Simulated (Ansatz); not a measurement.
Reaction (formal exchange of groups at the Si–C bond): `CSC[SiH2]O` + `C=C(F)F` → `C=C(F)[SiH2]O` + `CSCF`

Gas-phase electronic energies from Ansatz, PBE0-D4/def2-TZVP geometries. CBS: MP2 limit from def2 TZ/QZ plus the TZ coupled-cluster correction, frozen cores. Functionals use def2-TZVPP. Each species was taken in one conformer, which may not be the lowest.

```
             level  ΔE (eV)
           ωB97M-V     0.32
               PBE     0.30
              PBE0     0.34
     HF/def2-QZVPP     0.19
    MP2/def2-QZVPP     0.34
SCS-MP2/def2-QZVPP     0.27
      HF/CBS(def2)     0.19
    CCSD/CBS(def2)     0.26
```

Q: What does CCSD(T)/CBS give? (Best estimate.)

A: Ansatz gave: +0.28 eV. The listed levels differ from it by 0.04, 0.02, 0.06, -0.09, 0.06, -0.01, -0.09, -0.02 eV.

Largest T1 diagnostic among the species: 0.012.

From PBE to PBE0 (25 % exact exchange), in def2-TZVPP and without D4, ΔE moves by +0.04 eV. The D4 term adds +0.06 eV with B3LYP and +0.04 eV with PBE0; it sums over pairs of atoms, weighted by their polarisabilities, and B3LYP, whose exchange is more repulsive, gets the larger term.

B3LYP here is the variant with VWN-RPA as its local correlation; programs differ in this.
